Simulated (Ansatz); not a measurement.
`BC[SiH2]S[SiH3]` + `[CH3][GeH]([NH2])[F]` → `B[NH][GeH]([CH3])[F]` + `C[SiH2]S[SiH3]`  (ligand exchange at a B–C bond)

Computed with Ansatz on PBE0-D4/def2-TZVP structures; ΔE is electronic, products minus reactants. CCSD(T)/CBS adds triple-zeta CCSD(T) − MP2 to the extrapolated MP2 energy (def2 sets, frozen cores). Functionals use def2-TZVPP. For Ge outer-core shells are correlated without core-valence functions, which leaves a few kJ/mol of doubt a bond. Scalar relativity is left out up to krypton. Each species was taken in one conformer, which may not be the lowest.

`BC[SiH2]S[SiH3]`:

```xyz
14

B     1.663    0.559    0.303
C     1.324   -0.956    0.306
Si   -0.391   -0.928    1.065
S    -1.197    1.061    0.864
Si   -1.586    1.006   -1.240
H     1.570    1.210   -0.698
H     2.056    1.094    1.299
H     1.942   -1.551    0.985
H     1.277   -1.424   -0.678
H    -1.308   -1.914    0.436
H    -0.331   -1.149    2.529
H    -1.273    2.342   -1.802
H    -0.735   -0.029   -1.881
H    -3.012    0.679   -1.489
```

`[CH3][GeH]([NH2])[F]`:

```xyz
10

C     1.058    0.866    0.570
Ge    0.075   -0.664   -0.081
N    -1.684   -0.250   -0.271
F     0.793   -1.053   -1.636
H     2.120    0.628    0.632
H     0.929    1.705   -0.115
H     0.697    1.156    1.558
H     0.182   -1.961    0.732
H    -2.283   -1.004   -0.577
H    -1.886    0.578   -0.812
```

`B[NH][GeH]([CH3])[F]`:

Cartesian coordinates in Å:
```
B -2.029 -0.994 -0.639
N -0.958 -0.101 -0.692
Ge 0.147 0.323 0.713
C 1.995 0.435 0.160
F -0.285 1.938 1.215
H -2.690 -1.190 -1.619
H -2.263 -1.559 0.392
H -0.776 0.372 -1.566
H -0.194 -0.610 1.877
H 2.612 0.774 0.992
H 2.351 -0.539 -0.176
H 2.091 1.150 -0.658
```

`C[SiH2]S[SiH3]`:

```xyz
12

C    -0.485    1.746    1.586
Si   -0.541    0.505    0.199
S     1.307   -0.582    0.227
Si    0.934   -1.871   -1.431
H     0.349    2.437    1.452
H    -0.368    1.245    2.549
H    -1.412    2.326    1.610
H    -0.701    1.174   -1.120
H    -1.675   -0.444    0.369
H     0.719   -1.090   -2.676
H     2.136   -2.727   -1.575
H    -0.263   -2.718   -1.189
```

Q: Is it downhill or uphill in electronic energy at CCSD(T)/CBS, and by how much? (An estimate is asked.)

A: Computed: Downhill: ΔE = -122.3 kJ/mol.

Q: What do these levels give: PBE-D4, r2SCAN-D4, PBE0-D4, PBE, r2SCAN, PBE0, MP2/def2-TZVPP, SCS-MP2/def2-TZVPP, CCSD(T)/def2-TZVPP, HF/def2-QZVPP, SCS-MP2/def2-QZVPP, MP2/CBS(def2)? (An estimate is asked.)

A: The calculation gave: PBE-D4 -117.5, r2SCAN-D4 -120.9, PBE0-D4 -118.3, PBE -123.2, r2SCAN -122.3, PBE0 -123.3, MP2/def2-TZVPP -123.4, SCS-MP2/def2-TZVPP -127.6, CCSD(T)/def2-TZVPP -125.5, HF/def2-QZVPP -141.0, SCS-MP2/def2-QZVPP -126.2, MP2/CBS(def2) -120.1 kJ/mol.

Largest T1 diagnostic among the species: 0.012.

The D4 term adds +9.4 kJ/mol with B3LYP and +5.0 kJ/mol with PBE0; it sums over pairs of atoms, weighted by their polarisabilities, and B3LYP, whose exchange is more repulsive, gets the larger term. In def2-TZVPP, CCSD(T) changes the Hartree–Fock value by +15.2 kJ/mol (the triples alone add +2.0 kJ/mol) and MP2 by +17.4 kJ/mol.

B3LYP here is the variant with VWN-RPA as its local correlation; programs differ in this.
